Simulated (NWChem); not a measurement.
System: C$_{2}$H$_{4}$O$_{2}$Si; SMILES [SiH2]1COC1=O

Output (shortened):

```
             Northwest Computational Chemistry Package (NWChem) 7.3.0
             --------------------------------------------------------

                             Geometry "geometry" -> ""
                             -------------------------

 Output coordinates in angstroms (scale by  1.889725989 to convert to a.u.)

  No.       Tag          Charge          X              Y              Z
 ---- ---------------- ---------- -------------- -------------- --------------
    1 O                    8.0000     0.52415400    -2.00199700     0.00000000
    2 C                    6.0000     0.15439800    -0.87442900     0.00000000
    3 O                    8.0000    -1.16205700    -0.49408800     0.00000000
    4 C                    6.0000    -1.13675700     0.95297000     0.00000000
    5 Si                  14.0000     0.77072500     0.97080300     0.00000000
    6 H                    1.0000    -1.64525800     1.33936300    -0.89618300
    7 H                    1.0000    -1.64525800     1.33936300     0.89618300
    8 H                    1.0000     1.46165000     1.46394300     1.22494100
    9 H                    1.0000     1.46165000     1.46394300    -1.22494100

 Effective nuclear repulsion energy (a.u.)     218.6853543064

                                 NWChem DFT Module
                                 -----------------

 Summary of "ao basis" -> "ao basis" (spherical)
 ------------------------------------------------------------------------------
       Tag                 Description            Shells   Functions and Types
 ---------------- ------------------------------  ------  ---------------------
 O                          def2-svp                 6       14   3s2p1d
 C                          def2-svp                 6       14   3s2p1d
 Si                         def2-svp                 8       18   4s3p1d
 H                          def2-svp                 3        5   2s1p

 in cosmo_initialize ...
 calling solv_data for solv:toluene

 solvent parameters
 solvname_short: toluene
 solvname_long:  toluene
 dielec:        2.3741
 dielecinf:     2.2383
 nonaqueous SMD model solvent descriptors
 dielec:        2.3741
 sola:          0.0000
 solb:          0.1400
 solc:          0.8570
 solg:         40.2000
 solh:          0.0000
 soln:          1.4961

          ---------------
          -cosmo- solvent
          ---------------
 Cosmo: York-Karplus, doi: 10.1021/jp992097l
 dielectric constant -eps-     =   2.37
 screen = (eps-1)/(eps    )    =   0.57879
 surface charge correction     = lagrangian

   van der Waals surface
 --------------------------

 ---------- ATOMIC COORDINATES (A.U.) ------------ VDWR(ANG.) --
     1    0.99050744   -3.78322576    0.00000000     2.294
     2    0.29176991   -1.65243121    0.00000000     1.850
     3   -2.19596931   -0.93369093    0.00000000     2.294
     4   -2.14815925    1.80085218    0.00000000     1.850
     5    1.45645906    1.83455166    0.00000000     2.470
     6   -3.10908680    2.53102907   -1.69354031     1.200
     7   -3.10908680    2.53102907    1.69354031     1.200
     8    2.76211799    2.76645113    2.31480284     1.200
     9    2.76211799    2.76645113   -2.31480284     1.200
 number of segments per atom =        128
 number of   points per atom =        128
 atom (   nspa,  nppa )
 ----------------------
    1 (     90,     0 )       0
    2 (      2,     0 )       0
    3 (     64,     0 )       0
    4 (     32,     0 )       0
    5 (     80,     0 )       0
    6 (     50,     0 )       0
    7 (     50,     0 )       0
    8 (     33,     0 )       0
    9 (     33,     0 )       0
 number of -cosmo- surface points =      434
 molecular surface =    143.693 angstrom**2
 molecular volume  =    135.250 angstrom**3
 -lineq- algorithm             =   0
 -bem- low  level              =   3
 -bem- from -octahedral-
 gaussian surface charge width =   4.50000
 degree of switching           =   1.00000
 switching function tolerance  =   0.00010
 atomic radii =
 --------------
    1  8.000  2.294
    2  6.000  1.850
    3  8.000  2.294
    4  6.000  1.850
    5 14.000  2.470
    6  1.000  1.200
    7  1.000  1.200
    8  1.000  1.200
    9  1.000  1.200
 ...... end of -cosmo- initialization ......

 nat:                     9
 ixmem:                  4523
 calling mnsol_interface()
 G(SMD-CDS) energy (kcal/mol)  =    -0.820
 SMD-CDS SASA (angstrom**2)    =   137.673

            General Information
            -------------------
          SCF calculation type: DFT
          Wavefunction type:  closed shell.
          No. of atoms     :     9
          No. of electrons :    46
           Alpha electrons :    23
            Beta electrons :    23
          Charge           :     0
          Spin multiplicity:     1
          Use of symmetry is: off; symmetry adaption is: off
          Maximum number of iterations: 150
          AO basis - number of functions:    94
                     number of shells:    44
          Convergence on energy requested:  1.00D-06
          Convergence on density requested:  1.00D-05
          Convergence on gradient requested:  5.00D-04

              XC Information
              --------------
                         PBE0 Method XC Functional
                     Hartree-Fock (Exact) Exchange  0.250
          PerdewBurkeErnzerhof Exchange Functional  0.750
            Perdew 1991 LDA Correlation Functional  1.000 local
           PerdewBurkeErnz. Correlation Functional  1.000 non-local

             Grid Information
             ----------------
          Grid used for XC integration:  medium
          Radial quadrature: Mura-Knowles
          Angular quadrature: Lebedev.
          Tag              B.-S. Rad. Rad. Pts. Rad. Cut. Ang. Pts.
          ---              ---------- --------- --------- ---------
          O                   0.60       49          11.0       434
          C                   0.70       49           9.0       434
          Si                  1.10       88           8.0       590
          H                   0.35       45          10.0       434
          Grid pruning is: on
          Number of quadrature shells:   464
          Spatial weights used:  Erf1

      Superposition of Atomic Density Guess
      -------------------------------------

 Sum of atomic energies:        -515.36758917

      Non-variational initial energy
      ------------------------------

 Total energy =    -517.657625
 1-e energy   =   -1144.311423
 2-e energy   =     407.968443
 HOMO         =      -0.315787
 LUMO         =      -0.001135

   convergence    iter        energy       DeltaE   RMS-Dens  Diis-err
 ---------------- ----- ----------------- --------- --------- ---------
     COSMO gas phase
 d= 0,ls=0.0,diis     1   -517.7577822495 -7.36D+02  1.78D-02  1.08D+00
 d= 0,ls=0.0,diis     2   -517.4510704797  3.07D-01  1.25D-02  4.41D+00
 d= 0,ls=0.0,diis     3   -517.8801090607 -4.29D-01  2.94D-03  9.96D-02
 d= 0,ls=0.0,diis     4   -517.8852426317 -5.13D-03  1.22D-03  5.20D-02
 d= 0,ls=0.0,diis     5   -517.8900963856 -4.85D-03  2.50D-04  7.81D-04
  Resetting Diis
 d= 0,ls=0.0,diis     6   -517.8901701715 -7.38D-05  8.08D-05  5.08D-05
 d= 0,ls=0.0,diis     7   -517.8901771554 -6.98D-06  3.90D-05  2.68D-06
 d= 0,ls=0.0,diis     8   -517.8901769584  1.97D-07  1.80D-05  5.30D-06
 d= 0,ls=0.0,diis     9   -517.8901775570 -5.99D-07  4.25D-06  3.92D-07

   convergence    iter        energy       DeltaE   RMS-Dens  Diis-err
 ---------------- ----- ----------------- --------- --------- ---------
     COSMO solvation phase
 d= 0,ls=0.0,diis     1   -517.8955720570 -5.39D-03  1.05D-03  1.17D-03
 d= 0,ls=0.0,diis     2   -517.8957822724 -2.10D-04  2.96D-04  1.50D-03
 d= 0,ls=0.0,diis     3   -517.8959281697 -1.46D-04  1.04D-04  1.61D-04
 d= 0,ls=0.0,diis     4   -517.8959382026 -1.00D-05  5.11D-05  5.22D-05
 d= 0,ls=0.0,diis     5   -517.8959434651 -5.26D-06  1.10D-05  2.74D-06
 d= 0,ls=0.0,diis     6   -517.8959436817 -2.17D-07  4.27D-06  3.93D-07

         Total DFT energy =     -517.895943681731
      One electron energy =    -1147.037713318668
           Coulomb energy =      460.637773956642
    Exchange-Corr. energy =      -50.028530038876
 Nuclear repulsion energy =      218.685354306410

             COSMO energy =       -0.152828587238

 Numeric. integr. density =       46.000002288491

                                COSMO-SMD solvation results
                                ---------------------------

             internal energy in gas <Psi(g)|H|Psi(g)> =      -517.890177557043
         internal energy in solvent <Psi(s)|H|Psi(s)> =      -517.889764982888
                               delta internal energy  =         0.000412574155 (    0.26 kcal/mol)
   total free energy in solvent <Psi(s)|H+V/2|Psi(s)> =      -517.894636606783
 polarization energy contribution <Psi(s)|V/2|Psi(s)> =        -0.004871623895 (   -3.06 kcal/mol)
    total free energy in solvent including G(SMD-CDS) =      -517.895943681731
                       G(SMD-CDS) energy contribution =        -0.001307074948 (   -0.82 kcal/mol)
     1 M fixed-concentration free energy of solvation =        -0.005766124688 (   -3.62 kcal/mol)

                       DFT Final Molecular Orbital Analysis
                       ------------------------------------

 Vector   21  Occ=2.000000D+00  E=-3.298856D-01
              MO Center= -4.8D-01,  6.2D-01,  4.3D-09, r^2= 2.7D+00
   Bfn.  Coefficient  Atom+Function         Bfn.  Coefficient  Atom+Function
  ----- ------------  ---------------      ----- ------------  ---------------
    46      0.382968  4 C  px                64     -0.260767  5 Si px
    49      0.220615  4 C  px                32     -0.219482  3 O  px
    33     -0.213253  3 O  py                67     -0.170106  5 Si px
    36     -0.166466  3 O  py                45      0.159381  4 C  s
    35     -0.153009  3 O  px                61      0.141819  5 Si px

 Vector   22  Occ=2.000000D+00  E=-3.172734D-01
              MO Center= -7.0D-01, -5.4D-01,  8.7D-10, r^2= 2.7D+00
   Bfn.  Coefficient  Atom+Function         Bfn.  Coefficient  Atom+Function
  ----- ------------  ---------------      ----- ------------  ---------------
    34      0.483857  3 O  pz                37      0.371531  3 O  pz
     6     -0.345454  1 O  pz                 9     -0.257726  1 O  pz
    48     -0.187857  4 C  pz                75      0.185179  6 H  s
    80     -0.185179  7 H  s                 76      0.109063  6 H  s
    81     -0.109063  7 H  s                 85      0.044266  8 H  s

 Vector   23  Occ=2.000000D+00  E=-2.760202D-01
              MO Center=  2.9D-01, -9.7D-01,  2.8D-10, r^2= 2.6D+00
   Bfn.  Coefficient  Atom+Function         Bfn.  Coefficient  Atom+Function
  ----- ------------  ---------------      ----- ------------  ---------------
     4      0.431995  1 O  px                 7      0.321729  1 O  px
    32      0.287535  3 O  px                35      0.240987  3 O  px
    65      0.227607  5 Si py                17     -0.218644  2 C  s
     5      0.213825  1 O  py                68      0.179243  5 Si py
    59     -0.175589  5 Si s                  8      0.155179  1 O  py

 Vector   24  Occ=0.000000D+00  E=-2.080274D-02
              MO Center=  3.3D-01, -4.7D-01, -2.2D-09, r^2= 3.0D+00
   Bfn.  Coefficient  Atom+Function         Bfn.  Coefficient  Atom+Function
  ----- ------------  ---------------      ----- ------------  ---------------
    69      0.632866  5 Si pz                86     -0.475985  8 H  s
    91      0.475985  9 H  s                 20      0.419049  2 C  pz
    23      0.377163  2 C  pz                 9     -0.350573  1 O  pz
     6     -0.335906  1 O  pz                34     -0.247552  3 O  pz
    37     -0.239088  3 O  pz                71     -0.131140  5 Si d -1

 Vector   25  Occ=0.000000D+00  E=-3.593300D-03
              MO Center=  8.2D-01,  1.1D+00,  1.9D-09, r^2= 3.3D+00
   Bfn.  Coefficient  Atom+Function         Bfn.  Coefficient  Atom+Function
  ----- ------------  ---------------      ----- ------------  ---------------
    68     -0.889192  5 Si py                45      0.829507  4 C  s
    17     -0.674283  2 C  s                 67      0.640789  5 Si px
    22     -0.327337  2 C  py                49      0.324995  4 C  px
    65     -0.204828  5 Si py                19     -0.173301  2 C  py
    16     -0.169930  2 C  s                 46      0.166464  4 C  px

 Vector   26  Occ=0.000000D+00  E= 4.543769D-02
              MO Center=  6.8D-01,  1.2D+00,  4.2D-09, r^2= 4.4D+00
   Bfn.  Coefficient  Atom+Function         Bfn.  Coefficient  Atom+Function
  ----- ------------  ---------------      ----- ------------  ---------------
    67      1.270439  5 Si px                45      1.054291  4 C  s
    68      0.928366  5 Si py                86     -0.858325  8 H  s
    91     -0.858325  9 H  s                 17      0.500227  2 C  s
    59      0.412038  5 Si s                 76     -0.400033  6 H  s
    81     -0.400033  7 H  s                 22      0.367031  2 C  py

     Multipole analysis of the density
     ---------------------------------

     L   x y z        total         alpha         beta         nuclear
     -   - - -        -----         -----         ----         -------
     0   0 0 0     -0.000000    -23.000000    -23.000000     46.000000

     1   1 0 0      0.060719      0.573131      0.573131     -1.085542
     1   0 1 0      1.849119      1.207621      1.207621     -0.566124
     1   0 0 1      0.000000      0.000000      0.000000      0.000000

     2   2 0 0    -26.815437    -82.865044    -82.865044    138.914652
     2   1 1 0     -0.259939      1.234077      1.234077     -2.728092
     2   1 0 1     -0.000000     -0.000000     -0.000000      0.000000
     2   0 2 0    -30.178528   -131.366778   -131.366778    232.555029
     2   0 1 1      0.000000      0.000000      0.000000      0.000000
     2   0 0 2    -26.048641    -21.250711    -21.250711     16.452782
```

Level: PBE0/def2-SVP, SMD on the gas-phase geometry. The geometry was optimised at PBE0/def2-SVP. Solvent: toluene.

Write an input that gives this output.

Several could match; the one computed here: the input that was run:
```
start job
memory heap 200 mb stack 900 mb global 1100 mb
geometry units angstroms noautosym nocenter noautoz
  O      0.524154    -2.001997     0.000000
  C      0.154398    -0.874429     0.000000
  O     -1.162057    -0.494088     0.000000
  C     -1.136757     0.952970     0.000000
  Si     0.770725     0.970803     0.000000
  H     -1.645258     1.339363    -0.896183
  H     -1.645258     1.339363     0.896183
  H      1.461650     1.463943     1.224941
  H      1.461650     1.463943    -1.224941
end
basis spherical
  * library def2-svp
end
dft
  xc pbe0
  iterations 150
end
cosmo
  do_cosmo_smd true
  solvent toluene
end
task dft energy
```
